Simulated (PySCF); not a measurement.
Method: PySCF with TPSSh-D3(BJ)/def2-TZVP // PBE0-D3(BJ)/def2-TZVP. Gas-phase values, no solvent. One relaxed conformer stands for a flexible species; it need not be the lowest. Delta-SCF ions had no search for a lower state. Excitations are Tamm–Dancoff values on a coarser integration grid. The basis has no diffuse functions, so Rydberg states are missing or too high.

Reference species (SMILES): `[SiH3]CCC` (C–C–C–Si torsion 180°) (neutral, multiplicity 1).

```json
{
 "brightest of the four lowest singlets (TDA)": "7.92 eV",
 "vertical ionisation energy (Delta-SCF)": "10.30 eV"
}
```

Changed species: `CC[SiH2]C` (C–C–Si–C torsion 180°).

Problem. Give the shifts of the brightest of the four lowest singlets (TDA) and vertical ionisation energy (Delta-SCF).

Solution. the brightest of the four lowest singlets (TDA) rises by 0.64 eV, to 8.56 eV; the vertical ionisation energy (Delta-SCF) decreases by 0.21 eV, to 10.09 eV.
